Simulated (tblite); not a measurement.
Species: C4H11B2NO.
Atom-mapped SMILES: `[CH2:1]=[C:2]([CH3:3])[CH2:4][BH:5][O:6][BH:7][NH2:8]` (hydrogens: H9, H10 on C1; H11, H12, H13 on C3; H14, H15 on C4; H16 on B5; H17 on B7; H18, H19 on N8)

Computed with GFN2-xTB (tblite), gas phase: L-BFGS steps from a force-field or distance-geometry start until the largest atomic force falls under 0.01 eV/Å.

Step 70: E = -645.2624 eV
```
atom  x, y, z in Å  |  force x, y, z in eV/Å
C1     -2.1149    1.5466   -0.1765    0.002   0.079  -0.048
C2     -1.3644    0.4883    0.0881   -0.017   0.065   0.014
C3     -1.5563   -0.7951   -0.6675    0.022  -0.008   0.008
C4     -0.3184    0.5241    1.1680    0.069   0.059   0.006
B5      1.0193    1.2673    0.6282   -0.071  -0.053   0.022
O6      1.9475    0.6305   -0.0507   -0.023  -0.150   0.026
B7      2.3130   -0.6291   -0.3898   -0.001   0.032  -0.017
N8      2.2647   -1.6695    0.5395   -0.056  -0.011   0.030
H9     -2.8603    1.5378   -0.9507   -0.056  -0.009  -0.065
H10    -2.0031    2.4682    0.3641   -0.002   0.058   0.056
H11    -0.6403   -1.3762   -0.7346    0.094   0.049   0.056
H12    -1.9071   -0.5931   -1.6768   -0.066  -0.023   0.003
H13    -2.3086   -1.4000   -0.1568    0.039  -0.037  -0.033
H14    -0.7145    1.0671    2.0286    0.001  -0.042  -0.023
H15    -0.0988   -0.4980    1.4808   -0.039   0.047   0.001
H16     1.1787    2.4239    0.8097   -0.031  -0.046   0.027
H17     2.7138   -0.8265   -1.4763   -0.035  -0.032   0.000
H18     2.5218   -2.6193    0.3350    0.060   0.058   0.050
H19     1.9180   -1.5379    1.4782    0.111  -0.036  -0.113
```

Step 71: E = -645.2669 eV
```
atom  x, y, z in Å  |  force x, y, z in eV/Å
C1     -2.1147    1.5478   -0.1736    0.015   0.072  -0.089
C2     -1.3621    0.4898    0.0874   -0.037   0.057   0.002
C3     -1.5536   -0.7932   -0.6735    0.040   0.027   0.014
C4     -0.3151    0.5255    1.1679   -0.021   0.007   0.002
B5      1.0214    1.2671    0.6283   -0.023  -0.044   0.062
O6      1.9531    0.6253   -0.0416   -0.089  -0.073   0.028
B7      2.3030   -0.6359   -0.3893   -0.017   0.078  -0.023
N8      2.2679   -1.6703    0.5448   -0.038  -0.041   0.015
H9     -2.8524    1.5349   -0.9551   -0.082   0.011  -0.053
H10    -2.0072    2.4723    0.3642    0.002   0.020   0.051
H11    -0.6311   -1.3630   -0.7518    0.089   0.041   0.054
H12    -1.9153   -0.5919   -1.6811   -0.055  -0.020   0.071
H13    -2.2934   -1.4102   -0.1571    0.057  -0.002  -0.049
H14    -0.7141    1.0651    2.0296    0.012  -0.024  -0.039
H15    -0.1038   -0.4983    1.4805    0.002   0.038  -0.001
H16     1.1780    2.4246    0.8161   -0.016  -0.081  -0.003
H17     2.6692   -0.8305   -1.4871    0.000  -0.063  -0.013
H18     2.5271   -2.6203    0.3462    0.051   0.033   0.042
H19     1.9334   -1.5297    1.4857    0.110  -0.037  -0.071
```

**Question.** Estimate the geometry and energy of step 72. (The exact step hangs on the optimiser's Hessian estimate; all steps are aligned on step 71, rigid shifts and turns removed.)

**Answer.** E = -645.2706 eV, largest force 0.179 eV/Å
```
atom  x, y, z in Å  |  force x, y, z in eV/Å
C1     -2.1155    1.5501   -0.1744    0.018   0.055  -0.105
C2     -1.3615    0.4927    0.0862   -0.047   0.042  -0.019
C3     -1.5501   -0.7908   -0.6784    0.046   0.047   0.020
C4     -0.3138    0.5286    1.1671   -0.101  -0.035  -0.001
B5      1.0226    1.2672    0.6306    0.008  -0.030   0.089
O6      1.9573    0.6177   -0.0264   -0.119   0.018   0.000
B7      2.2940   -0.6416   -0.3866   -0.021   0.086  -0.042
N8      2.2735   -1.6734    0.5487   -0.039  -0.090   0.078
H9     -2.8492    1.5328   -0.9606   -0.080   0.030  -0.028
H10    -2.0124    2.4760    0.3637    0.001  -0.014   0.033
H11    -0.6217   -1.3507   -0.7674    0.071   0.054   0.048
H12    -1.9255   -0.5901   -1.6822   -0.033  -0.019   0.105
H13    -2.2780   -1.4196   -0.1580    0.070   0.025  -0.046
H14    -0.7166    1.0632    2.0297    0.017   0.009  -0.033
H15    -0.1055   -0.4953    1.4798    0.022   0.012  -0.007
H16     1.1785    2.4251    0.8178   -0.003  -0.087  -0.013
H17     2.6282   -0.8330   -1.4949    0.017  -0.079  -0.014
H18     2.5287   -2.6244    0.3499    0.044   0.032   0.049
H19     1.9574   -1.5254    1.4959    0.128  -0.055  -0.112
```

The energy changes by -0.0037 eV. The first-order estimate −F·Δx gives -0.0049 eV and the mean of the old and new forces, exact on a quadratic surface, -0.0037 eV. The step makes an angle of 78° with the force vector and moves no atom by more than 0.042 Å.

What follows is the cost of the whole relaxation. On one thread, Intel Xeon at 2.50 GHz (x86_64) (shared host), this took 3.2 s.
